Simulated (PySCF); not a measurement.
Ligand exchange on a metal centre used in film growth or etching (Zn NH2-CH3). Gas-phase values, no solvent. One relaxed conformer stands for each flexible species; it need not be the lowest.

The LUMO from two functionals at the same geometries (BP86-D3(BJ)/def2-SVP), both in PySCF: PBE-D3(BJ)/def2-TZVP and B3LYP-D3(BJ)/def2-TZVP. B3LYP has the VWN-RPA correlation part, as in Gaussian. 

```tsv
species	PBE-D3(BJ)/def2-TZVP (eV)	B3LYP-D3(BJ)/def2-TZVP (eV)
0 of 2 NH2 replaced by CH3 ([Zn(NH2)2])	-1.22	-0.76
1 of 2 NH2 replaced by CH3	-0.83	-0.40
2 of 2 NH2 replaced by CH3 ([Zn(CH3)2])	-0.54	-0.10
```

Over these rows, drawn at random from the members with no instability flagged (it was tested for open shells, ions and some series alone), PBE minus B3LYP-D3(BJ): mean -0.44 eV, from -0.46 eV to -0.43 eV.
